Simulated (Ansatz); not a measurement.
The cluster K₁₀, relaxed as a singlet with RKS PBE/def2-SVP in Ansatz, starting from the GFN1-xTB geometry. Force threshold 0.02 eV/Å.

The restricted singlet is unstable towards broken spin symmetry in Hartree–Fock (as tested in another run); at PBE/def2-SVP this wasn't settled. The structure comes from a short search, and lower isomers may exist.

Start:

```xyz
10

K    -2.128    2.075    1.874
K     1.004    2.124   -1.032
K    -0.418    5.751    0.101
K     2.693    5.225   -2.628
K    -1.047   -2.112    1.020
K     4.005    1.438   -3.647
K    -2.626   -5.272    2.621
K     0.379   -5.718   -0.195
K     2.079   -2.024   -1.910
K    -3.943   -1.487    3.795
```

Estimate the energy that the relaxation releases and the steps that it takes.

6.6 kcal/mol, in 5 steps; 38 s on 4 threads of Arm Neoverse V2 on a shared host. The force fell under the threshold at step 4, but the optimiser went on. No frequencies were taken in this run, so the end may be a saddle point.

Does the start keep its bonding and symmetry?

By distances, no bond broke or formed. The bond that changes most is K2–K4, from 3.87 to 4.44 Å (atoms count from 1).

Predict the relaxed structure.


```xyz
10

K    -2.333    2.215    2.050
K     0.961    1.924   -0.971
K    -0.473    5.977    0.149
K     2.827    5.536   -2.766
K    -0.981   -1.919    0.959
K     4.273    1.521   -3.908
K    -2.791   -5.540    2.791
K     0.409   -5.979   -0.229
K     2.289   -2.214   -2.083
K    -4.181   -1.522    4.009
```
Bond lengths (bridged metal pairs left out): 19 × K–K 4.42 to 4.72 Å.
